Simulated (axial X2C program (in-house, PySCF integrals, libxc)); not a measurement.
# GeB: from the spin-free to the two-component result

Calculated with an in-house all-electron X2C program for linear molecules (integrals from PySCF). Spin-free means the one-electron spin-free X2C Hamiltonian; two-component (2c) means X2C with spin–orbit coupling and atomic mean-field two-electron Coulomb and Gaunt terms, so the difference of the two also holds small scalar two-electron terms. Basis: Ge dyall-cv3z [9s9p7d4f1g], B dyall-v3z [7s6p2d1f] (cores contracted in-house); Gaussian nuclei, density fitting, unrestricted open shells. Masses: Ge 73.921 u, B 11.009 u.

Spin-free state: M_S = 3/2, Λ = 0 (beyond evenly filled blocks: σα, π+α, π-α); fragments Ge + B.

| level | Re (Å) | ωe (cm⁻¹) | De (eV) | μ (D) |
| --- | --- | --- | --- | --- |
| PBE0 | 1.973 | 649.5 | 3.237 | -0.85 |
| HF | 1.940 | 708.2 | 1.978 | -0.31 |
| CCSD | 1.991 | 625.0 | 2.674 | n/a |
| CCSD(T) | 2.002 | 616.7 | 2.851 | n/a |
| TPSS | 1.990 | 623.5 | 3.255 | -0.87 |

Correlated methods: 7 electrons correlated (number of frozen shells: Ge 3 s, 2 p, 1 d; B 1 s), 213 virtual spin orbitals or spinors in MP2, 89 natural virtuals in coupled cluster.

Dipoles are positive if B is the positive end.

Two-component determinant lowest at the distance of the search:

Ω = 3/2 (⟨Sz⟩ = 1.50, ⟨Lz⟩ = 0.00 at HF); fragments Ge + B.

| level | Re (Å) | ωe (cm⁻¹) | μ (D) |
| --- | --- | --- | --- |
| PBE0 | 1.973 | 648.7 | -0.86 |
| HF | 1.940 | 705.5 | -0.32 |
| CCSD | 1.991 | 625.6 | n/a |
| CCSD(T) | 2.002 | 618.2 | n/a |
| TPSS | 1.990 | 622.9 | -0.88 |

**Question.** From the two tables, how do the constants change at the CCSD(T) level (2c against spin-free)?

**Answer.** At the CCSD(T) level Re is unchanged within 0.001 Å and ωe goes up by 1.5 cm⁻¹.

One determinant describes the state; a PBE0 search over occupations chose it and may have missed a lower one. Dissociation energies refer to the lowest single-determinant-based atoms at the same level and basis. De is not given where an atomic determinant may have missed its ground term or J level, or where the truncated virtual space spoils (T). Density functionals use the spin component along the axis (collinear). Coupled cluster ran in a truncated set of natural virtual spinors; the MP2 energy of the rest was added. (T) has no such correction and the atoms are truncated less, which lowers De at CCSD(T) by a hundredth of an eV or more. Other states lie close and PBE0, whose exact exchange favours high spin, may order them wrongly; the determinant shown need not be the ground state. The nearest other spin-free determinant of the search, M_S = 1/2, Λ = 0, lies 0.33 eV up at the distance of the search. The functionals have no current-density term, which raises determinants with orbital currents, atoms included. With several unpaired electrons one determinant need not be a pure state. This is the top spin component of a Σ state; components of lower Ω are not single determinants and can lie lower. With the outer-core shells frozen, correlated bond lengths of heavy atoms tend to come out a few hundredths of an ångström too long.
